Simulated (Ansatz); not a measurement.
Computed with Ansatz on PBE0-D4/def2-TZVP structures; ΔE is electronic, products minus reactants. CCSD(T)/CBS is the MP2 limit (def2-TZVPP, def2-QZVPP) plus CCSD(T) − MP2 in def2-TZVPP, frozen cores. Functionals use def2-TZVPP. HSE06 is defined as in plane-wave codes. For Ge outer-core shells are correlated without core-valence functions, which leaves a few kJ/mol of doubt a bond. Scalar relativity is left out up to krypton. Each species was taken in one conformer, which may not be the lowest.

`[F][GeH]([F])[O][SiH3]` + CH₃NH₂ → `CN[SiH3]` + `[OH][GeH]([F])[F]`  (ligand exchange at the Si–O bond)

Is it downhill or uphill in electronic energy at CCSD(T)/CBS, and by how much? (An estimate is asked.)

Computed: Uphill: ΔE = +12.9 kcal/mol.

What do these levels give: revPBE-D4, HSE06-D4, BHLYP-D4, PBE0, HF/def2-TZVPP, SCS-MP2/def2-TZVPP? (Best estimate.)

The calculation gave: revPBE-D4 9.7, HSE06-D4 11.1, BHLYP-D4 14.0, PBE0 11.1, HF/def2-TZVPP 15.8, SCS-MP2/def2-TZVPP 13.3 kcal/mol.

Largest T1 diagnostic among the species: 0.012.

Leaving LDA and LC-ωPBE aside and taking each functional with its dispersion term where it has one, the values spread over 4.2 kcal/mol, from revPBE-D4 to BHLYP-D4. LDA lies −1.3 kcal/mol from PBE without D4. In def2-TZVPP, CCSD(T) changes the Hartree–Fock value by −2.9 kcal/mol (the triples alone add −0.4 kcal/mol) and MP2 by −3.3 kcal/mol.
